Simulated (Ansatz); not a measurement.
A nudged elastic band was laid between two geometries of AlClH₅NO₂ (10 atoms, charge 0, multiplicity 1).

All numbers below come from RKS PBE-D4/cc-pVDZ (Ansatz).

```yaml
movable_images: 9
climbing_image: yes
spring: 5.0 eV/Å²
optimiser: quadratic models (default)
start_path: through a guess of the saddle point
force_threshold: 0.05 eV/Å
iteration_limit: 60
end_points: relaxed
```

Initial state:

```xyz
10
Properties=species:S:1:pos:R:3
Al -0.129 0.101 0.428
O -0.472 -0.530 2.035
H 0.042 -1.309 2.310
Cl 1.713 -0.645 -0.478
O -1.448 0.564 -0.639
H -2.014 -0.134 -1.010
N 0.361 2.040 0.825
H 1.330 2.265 0.556
H -0.270 2.656 0.290
H 0.251 2.261 1.826
```

Final state:

```xyz
10
Properties=species:S:1:pos:R:3
Al 0.079 0.395 0.070
O 0.088 -0.095 2.030
H -0.819 -0.324 2.323
Cl 1.658 -0.697 -0.904
O -1.603 0.126 -0.344
H -1.803 -0.485 -1.074
N 0.439 2.093 0.764
H 1.380 2.485 0.635
H -0.228 2.839 0.525
H 0.175 0.930 2.118
```

(1) Which bonds break or form, and what moves?

(2) Give the energies along the band, and the barrier.

(3) What is the geometry of the highest image?

Answers

(1) Bonds broken: N7–H10. Bonds formed: O2–H10.

(2) The run converged. The highest image is number 9 of 0 to 10, 83.0 kJ/mol above the first end and 1.6 kJ/mol above the last; the last end lies 81.4 kJ/mol above the first. Beside the main top the profile has a ripple of under 15 meV (maxima at images 2, 9), which may be a very shallow well or noise. A vibrational analysis at the climbing image gives one clearly imaginary mode, 429i cm⁻¹: a first-order saddle point. The orbitals stay closed-shell, which can raise the energy where a bond breaks towards radicals; this wasn't checked here.

```
image  path coordinate (Å)  energy (kJ/mol)  N7–H10 (Å)  O2–H10 (Å)
    0                 0.00              0.0        1.03        2.89
    1                 0.34              0.3        1.03        2.74
    2                 0.68              0.4        1.03        2.64
    3                 1.01              0.0        1.03        2.58
    4                 1.35              1.1        1.03        2.45
    5                 1.69              5.0        1.03        2.30
    6                 2.03             12.1        1.04        2.10
    7                 2.37             24.8        1.06        1.82
    8                 2.71             59.1        1.18        1.45
    9                 3.05             83.0        1.50        1.13
   10                 3.40             81.4        1.80        1.03
```

(3) 
```xyz
10
Properties=species:S:1:pos:R:3
Al 0.048 0.306 0.094
O 0.106 -0.052 2.020
H -0.757 -0.281 2.421
Cl 1.658 -0.694 -0.923
O -1.619 0.111 -0.400
H -1.815 -0.441 -1.176
N 0.424 2.032 0.818
H 1.360 2.438 0.698
H -0.260 2.781 0.644
H 0.219 1.068 1.947
```

Run time: 6.3 min on 2 threads of Intel(R) Xeon(R) Platinum 8488C (Sapphire Rapids), with other jobs on the host, peak memory 0.18 GiB.
